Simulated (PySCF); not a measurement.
One of the candidates below gave these computed data.

All candidates are C6H7F3O.

* Rotational structure: rotational constants A, B, C: 2.670, 0.865, 0.776 GHz [GFN2-xTB]
* NMR, other nuclei: isotropic shieldings of nuclei other than C and H, by class: 186 (1 O), 255 (3 F) ppm [GIAO PBE0/pcSseg-1]
* Dipole: 3.80 D [PBE0/pcSseg-1]
* 1H NMR: chemical shifts (computed TMS as zero) by class: 5.53 (1 H), 4.97 (1 H), 3.18 (1 H), 2.44 (1 H), 1.31 (3 H) ppm [GIAO PBE0/pcSseg-1]
* 13C NMR: chemical shifts (computed TMS as zero) by class: 155.0 (1 C), 128.4 (1 C), 108.6 (1 C), 81.3 (1 C), 41.2 (1 C), 25.2 (1 C) ppm [GIAO PBE0/pcSseg-1]

The electronic properties come from PySCF, for the isolated species, density fitting. Levels stand in brackets. Isolated species at its GFN2-xTB geometry, gas phase. NMR classes are plain means over equivalent atoms (diastereotopic ones count apart unless rotation or inversion swaps them), as if these changed places fast.

Task: Which candidate is it?
A. `FC(F)(F)OC=C1CCC1`
B. `FC(F)(F)C[C@H]1C=COC1`
C. `C=C[C@H](C=O)CC(F)(F)F`
D. `C[C@@H]1CC=C(C(F)(F)F)O1`

Result: D. It is `C[C@@H]1CC=C(C(F)(F)F)O1`. Numbering: `[CH3:1][C@@H:2]1[CH2:3][CH:4]=[C:5]([C:6]([F:7])([F:8])[F:9])[O:10]1`. Its formula, C6H7F3O, gives 2 degrees of unsaturation: 1 ring and 1 π bond in the structure found. 6 carbons fall into 6 classes; from least to most shielded: vinylic carbon bearing oxygen [C5] (155.0 ppm), CF3 carbon [C6] (128.4 ppm), alkene CH carbon [C4] (108.6 ppm), ring sp3 carbon bound to oxygen [C2] (81.3 ppm), allylic carbon [C3] (41.2 ppm), methyl carbon [C1] (25.2 ppm). Hydrogen classes from least to most shielded: 1 H on an alkene CH carbon, C4 (5.53 ppm), 1 H on an sp3 carbon bound to oxygen, C2 (4.97 ppm), 1 H on an allylic carbon, C3 (3.18 ppm), 1 H on an allylic carbon, C3 (2.44 ppm), 3 H on a methyl carbon, C1 (1.31 ppm, a mean of values up to 0.7 ppm apart in this geometry). The other shieldings belong to: 186 ppm, cyclic ether oxygen [O10]; 255 ppm, fluorine of a CF3 group [F7/F8/F9]. The optimised geometry has point group C1 and is an asymmetric top.

The others, at the same levels:
- `FC(F)(F)OC=C1CCC1` fails: its computed 13C shifts are 137.9 (1 C), 133.7 (1 C), 130.3 (1 C), 26.9 (1 C), 26.6 (1 C), 16.7 (1 C) ppm, 1H shifts are 6.50 (1 H), 2.95 (2 H), 2.89 (2 H), 2.12 (2 H) ppm and rotational constant A is 3.623 GHz (against 2.670 GHz).
- `C=C[C@H](C=O)CC(F)(F)F` fails: its computed 13C shifts are 199.6 (1 C), 139.6 (1 C), 135.4 (1 C), 129.0 (1 C), 57.9 (1 C), 35.0 (1 C) ppm, 1H shifts are 9.70 (1 H), 5.82 (1 H), 5.73 (1 H), 5.41 (1 H), 3.60 (1 H), 3.36 (1 H), 1.91 (1 H) ppm and rotational constant A is 2.025 GHz (against 2.670 GHz).
- `FC(F)(F)C[C@H]1C=COC1` fails: its computed 13C shifts are 155.9 (1 C), 135.5 (1 C), 105.0 (1 C), 76.7 (1 C), 45.8 (1 C), 41.8 (1 C) ppm, 1H shifts are 6.36 (1 H), 4.76 (1 H), 4.66 (1 H), 4.48 (1 H), 3.59 (1 H), 2.28 (1 H), 2.00 (1 H) ppm and rotational constant A is 3.140 GHz (against 2.670 GHz).

Each candidate is one conformer, not necessarily the lowest. The conformers computed, where there is a choice (atom-mapped SMILES and torsion angles):
- `[CH3:1][C@@H:2]1[CH2:3][CH:4]=[C:5]([C:6]([F:7])([F:8])[F:9])[O:10]1`: C4–C5–C6–F7 -119°
- `[F:1][C:2]([F:3])([F:4])[O:5][CH:6]=[C:7]1[CH2:8][CH2:9][CH2:10]1`: F1–C2–O5–C6 179°, C2–O5–C6–C7 -166°
- `[CH2:1]=[CH:2][C@H:3]([CH:4]=[O:5])[CH2:6][C:7]([F:8])([F:9])[F:10]`: C1–C2–C3–C4 -101°, C2–C3–C4–O5 -98°, C2–C3–C6–C7 -159°, C3–C6–C7–F8 -176°
- `[F:1][C:2]([F:3])([F:4])[CH2:5][C@H:6]1[CH:7]=[CH:8][O:9][CH2:10]1`: F1–C2–C5–C6 -55°, C2–C5–C6–C7 172°
